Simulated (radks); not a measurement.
All-electron atom: the krypton ion Kr3+ in [Ar] 3d9 4s2 4p3 4d1 (not the ground configuration). Method: scalar-relativistic Kohn-Sham, PBEsol, spin-polarised, spherical densities, finite nucleus; open shells are filled with parallel spins first; Fermi nuclear charge, rms radius 4.1884 fm; computed with a radial shooting solver on a logarithmic mesh with Libxc functionals. Some entries of the table are withheld. Estimate them.

orbital,occ.,eigenvalue (eV),r(max) (bohr)
1s up,1,-14210.66,0.02709
1s down,1,-14210.32,0.02709
2s up,1,-1927.107,0.1543
2s down,1,-1925.633,0.1543
2p up,3,-1711.644,0.1234
2p down,3,-1710.365,0.1234
3s up,1,-322.4598,0.4651
3s down,1,-320.2994,0.4654
3p up,3,-253.6973,0.4604
3p down,3,-251.4831,0.4609
3d up,5,-140.1451,0.4050
3d down,4,-137.7131,0.4058
4s up,1,-66.3316,(1)
4s down,1,-61.6970,(2)
4p up,3,-49.5381,(3)
4p down,0,-44.8888,(4)
4d up,1,-26.1116,1.783
4d down,0,-22.1729,1.844

Answer. 
(1) 4s up r(max) (bohr): 1.261
(2) 4s down r(max) (bohr): 1.252
(3) 4p up r(max) (bohr): 1.388
(4) 4p down r(max) (bohr): 1.382
